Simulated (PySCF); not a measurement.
Ligand exchange on a metal centre used in film growth or etching (Ti Cl-NH2). Gas-phase values, no solvent. One relaxed conformer stands for each flexible species; it need not be the lowest.

These are PySCF with PBE-D3(BJ)/def2-TZVP // r2SCAN-D4/def2-SVP values and carry that method's errors. 

| species | HOMO–LUMO gap (eV) | mean distance from the central atom to its bonded neighbours (Å) |
|---|---|---|
| 0 of 4 Cl replaced by NH2 ([Ti(Cl)4]) | 3.68 | 2.167 |
| 1 of 4 Cl replaced by NH2 ([Ti(Cl)3(NH2)]) | 3.01 | 2.101 |
| 2 of 4 Cl replaced by NH2 | 3.26 | 2.033 |
| 3 of 4 Cl replaced by NH2 ([Ti(Cl)(NH2)3]) | 3.89 | 1.963 |
| 4 of 4 Cl replaced by NH2 ([Ti(NH2)4]) | 3.76 | 1.891 |
